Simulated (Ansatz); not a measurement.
A nudged elastic band was laid between two geometries of C₂H₉AlClNSi (15 atoms, charge 0, multiplicity 1).

Theory: RKS LDA/def2-SVP in Ansatz 0.2.0.

```yaml
movable_images: 5
climbing_image: yes
spring: 5.0 eV/Å²
optimiser: quadratic models (default)
start_path: through a guess of the saddle point
force_threshold: 0.05 eV/Å
iteration_limit: 60
end_points: relaxed
```

Image 0:

```xyz
15
Properties=species:S:1:pos:R:3
C 0.682 -2.464 -0.357
C 0.181 -1.189 0.293
Si -0.348 0.109 -0.959
Cl 1.284 0.373 -2.259
Al -0.721 2.362 -0.122
N -0.492 2.642 1.613
H -0.119 -2.960 -0.948
H 1.053 -3.202 0.387
H 1.514 -2.243 -1.061
H 0.965 -0.733 0.942
H -0.697 -1.378 0.955
H -1.455 -0.483 -1.804
H -1.065 3.637 -1.026
H -0.542 3.559 2.069
H -0.261 1.919 2.303
```

Image 6:

```xyz
15
Properties=species:S:1:pos:R:3
C 0.671 -2.604 -0.605
C 0.707 -1.353 0.249
Si -0.290 0.057 -0.488
Cl 0.450 0.334 -2.438
Al -0.020 2.267 0.489
N -1.431 3.123 1.134
H -0.362 -3.009 -0.690
H 1.314 -3.413 -0.197
H 1.019 -2.383 -1.639
H 1.751 -0.988 0.389
H 0.306 -1.537 1.274
H -1.718 -0.419 -0.655
H 1.383 3.038 0.545
H -1.411 4.077 1.511
H -2.389 2.759 1.149
```

(1) Which bonds break or form, and what moves?

(2) Give the energies along the band, and the barrier.

(3) What is the geometry of the highest image?

Answers

(1) No bond is made or broken. The dihedral Cl4–Si3–Al5–N6 goes from -116 to 122°.

(2) The forces met the threshold. The highest image is number 3 of 0 to 6, 0.009 eV above the first end and 0.017 eV above the last; the last end lies 0.008 eV below the first. A vibrational analysis at the climbing image gives no mode beyond 40i cm⁻¹: the surface is too flat there to confirm a saddle point.

```csv
image,path coordinate (Å),energy (eV),dihedral Cl4–Si3–Al5–N6 (°)
0,0.00,0.000,-116
1,0.94,0.002,-137
2,1.87,0.007,-159
3,2.81,0.009,-179
4,3.69,0.005,161
5,4.58,-0.002,142
6,5.46,-0.008,122
```

(3) 
```xyz
15
Properties=species:S:1:pos:R:3:forces:R:3
C 0.678 -2.530 -0.467 0.00 -0.01 0.00
C 0.565 -1.197 0.243 -0.01 0.02 -0.01
Si -0.300 0.105 -0.804 0.00 -0.02 0.00
Cl 0.757 0.194 -2.614 0.00 0.00 0.00
Al -0.310 2.393 0.040 0.01 0.00 -0.01
N -1.092 2.754 1.589 0.01 -0.01 -0.01
H -0.325 -2.959 -0.688 0.00 0.00 0.00
H 1.240 -3.282 0.129 0.00 0.00 0.00
H 1.200 -2.411 -1.442 0.00 0.00 0.00
H 1.569 -0.800 0.520 0.00 0.00 0.00
H -0.007 -1.281 1.198 0.00 0.00 0.01
H -1.669 -0.440 -1.156 0.00 0.00 0.01
H 0.376 3.629 -0.711 0.00 0.00 0.00
H -1.123 3.690 2.007 -0.01 0.01 0.01
H -1.581 2.083 2.188 0.00 0.00 0.01
```

Run time: 3.7 min on 2 threads of Arm Neoverse V1 (shared host), peak memory 0.19 GiB.
